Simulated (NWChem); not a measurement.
Molecule: SiH₂Cl₂; SMILES [SiH2](Cl)Cl

Computed with NWChem. Medium grid unless said otherwise, to which SCAN and Minnesota functionals are sensitive. All runs use the structure optimised with PBE0/def2-SVP. Hybrids' shares of exact exchange are those that their runs print; pure functionals count as 0. The functionals differ in more than this share.

```
row                                     share of exact exchange  highest occupied level (eV)
--------------------------------------  -----------------------  ---------------------------
LDA (Slater exchange, VWN5)/def2-TZVPD                     0.00                        -7.85
PBE/def2-TZVPD                                             0.00                        -7.79
B3LYP/def2-TZVPD                                           0.20                        -8.91
PBE0/def2-TZVPD                                            0.25                        -9.14
M06-2X/def2-TZVPD                                          0.54                     withheld
Hartree-Fock/def2-TZVPD                                    1.00                       -12.41
```

Task: Fit a straight line of the last column on the one before it, predict the withheld value, and compare with the run.

Result: 
1. Means of the 5 shown rows: x = 0.290, y = -9.220. Slope Σ(x − x̄)(y − ȳ)/Σ(x − x̄)² = -3.108/0.6820 = -4.557; intercept -7.898.
2. The shown rows scatter about the line by 0.086 (root mean square); the largest residual is +0.11, at PBE/def2-TZVPD.
3. At x = 0.54 (M06-2X/def2-TZVPD; inside the shown range) the line gives -10.36.
4. The run gives -10.41, -0.05 from the line, 0.6 times the scatter.
